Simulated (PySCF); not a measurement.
An equivalent PySCF input for Kr³⁺ (krypton, charge +3), [Ar] 3d10 4s2 4p3, high-spin 4S determinant, with a scalar-relativistic core potential:

```python
from pyscf import gto, scf, dft, mp, cc
import basis_set_exchange as bse
txt = bse.get_basis("aug-cc-pVTZ-PP", elements=["Kr"], fmt="nwchem", header=False)
cut = txt.index("\nECP")
mol = gto.M(atom="Kr 0 0 0", charge=3, spin=3, symmetry="D2h",
            basis=gto.basis.parse(txt[:cut]),
            ecp={"Kr": gto.basis.parse_ecp(txt[cut:])})
mf = dft.UKS(mol, xc="LDA,VWN")
mf.irrep_nelec = {'Ag': (4, 4), 'B1g': (1, 1), 'B2g': (1, 1), 'B3g': (1, 1), 'B1u': (2, 1), 'B2u': (2, 1), 'B3u': (2, 1)}
mf.kernel()
```

It reaches the same state as the run whose output follows, with an energy that differs only through the grid. The run itself started from symmetry-adapted Hartree-Fock orbitals and held the occupation by maximum overlap, on a logarithmic radial grid, so the iterations belong to that start.

```
SCF conv_tol = 1e-09
number electrons alpha = 13  beta = 10
XC functionals = LDA,VWN
    P. A. M. Dirac.,  Math. Proc. Cambridge Philos. Soc. 26, 376 (1930)
    F. Bloch.,  Z. Phys. 57, 545 (1929)
    S. H. Vosko, L. Wilk, and M. Nusair.,  Can. J. Phys. 58, 1200 (1980)
cycle= 1 E= -460.204922516182  delta_E= -0.013  |g|= 0.116  |ddm|= 0.446
cycle= 2 E= -460.20591535673  delta_E= -0.000993  |g|= 0.0644  |ddm|= 0.131
cycle= 3 E= -460.206425265161  delta_E= -0.00051  |g|= 0.00196  |ddm|= 0.0587
cycle= 4 E= -460.206426150789  delta_E= -8.86e-07  |g|= 5.92e-06  |ddm|= 0.00363
cycle= 5 E= -460.2064261508  delta_E= -1.02e-11  |g|= 1.12e-07  |ddm|= 1.65e-05
converged SCF energy = -460.2064261508  <S^2> = 3.7502305  2S+1 = 4.0001152
```

Energies and moments cover only the electrons outside the core potential.
